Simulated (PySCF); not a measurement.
## S (sulfur, neutral) across methods

[Ne] 3s2 3p4, high-spin 3P determinant. Computed with PySCF 2.14 in aug-cc-pV(Q+d)Z with one added diffuse shell each of s, p, d, f, g type (8s7p6d4f3g, 114 functions), with no relativity, point nucleus. The B2PLYP total includes its PT2 part (frozen core); its orbital energies are those of the SCF part.

```tsv
method	E (hartree)	mean ε 3s β (eV)	mean ε 3p α (eV)	mean ε 3p β (eV)	Σ⟨r²⟩ (bohr²)	⟨S²⟩
r2SCAN	-398.0935	-15.927	-8.133	-6.421	29.02	2.008
wB97M-V	-398.1013	-20.256	-11.198	-9.654	29.44	2.003
M06	-398.1055	-17.385	-8.815	-7.158	28.92	2.005
LDA	-396.7368	-16.057	-7.748	-6.169	29.37	2.003
B2PLYP	-398.0046	-18.911	-10.303	-8.500	29.19	2.007
PBE0	-397.9837	-17.440	-9.107	-7.423	29.05	2.006
PBE	-397.9479	-15.831	-7.707	-6.161	29.27	2.004
```

(1) Estimate the same row for UHF.

## Answers

(1) E (hartree) = -397.51275; mean ε 3s β (eV) = -21.062; mean ε 3p α (eV) = -12.604; mean ε 3p β (eV) = -10.329; Σ⟨r²⟩ (bohr²) = 29.18; ⟨S²⟩ = 2.014.
